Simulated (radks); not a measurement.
The numbers below are computed, except where a source is named.
Problem. The mean radii <r> (bohr) of the occupied orbitals of an atom or ion are listed with their occupations. Level of theory: non-relativistic Kohn-Sham, PBE, spin-polarised, spherical densities, point nucleus (a radial shooting solver on a logarithmic mesh with Libxc functionals).

| orbital | occ. | <r> |
|---|---|---|
| 1s up | 1 | 0.7619 |
| 4s up | 1 | 18.30 |

Name the element and its charge. Open shells, if any, are filled with parallel spins first.

Solution. Z = 2, helium, charge 0: He in 1s1 4s1. The 1s radius gives Z: for a bare nucleus <r> = 1.5/Z, 0.75 bohr for Z = 2, and screening makes it slightly larger (0.7619 here). The occupations add up to 2, and the charge is Z minus that.
